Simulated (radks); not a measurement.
Polarisability of the ytterbium ion Yb+, [Xe] 4f14 6s1, at imaginary frequency. Method: scalar-relativistic Kohn-Sham, PBE, spin-polarised, spherical densities, finite nucleus; open shells are filled with parallel spins first (spin-orbit coupling, left out, can overturn this in heavy ions); Fermi nuclear charge, rms radius 5.3108 fm; computed with a radial shooting solver on a logarithmic mesh with Libxc functionals. Response by self-consistent Sternheimer equations with the Hartree and adiabatic LDA kernel, the relativistic mass of each level held fixed and spin-orbit coupling left out.

w (hartree),alpha1(iw) (bohr^3),alpha2(iw) (bohr^5)
0.00266,57.58,814.9
0.0143,57.10,804.0
0.0360,54.58,749.6
0.0697,47.88,624.3
0.118,36.97,461.3
0.186,25.35,316.4
0.280,16.41,206.7
0.413,10.71,128.4
0.605,7.252,76.00
0.892,5.006,43.12
1.35,3.330,23.36
2.12,1.998,11.68
3.59,1.016,4.982
6.94,0.4024,1.584
17.5,0.09753,0.2889

Static values: alpha1 = 57.60 bohr^3 (8.536 angstrom^3; uncoupled 88.42), alpha2 = 815.3 bohr^5, alpha3 = 9018 bohr^7. C6 = 441.8, C8 = 28170, triple-dipole C9 = 17470 atomic units. One-pole (London) frequency 4 C6 / (3 alpha1^2) = 0.178 hartree, against 0.354 for minus the highest occupied eigenvalue.
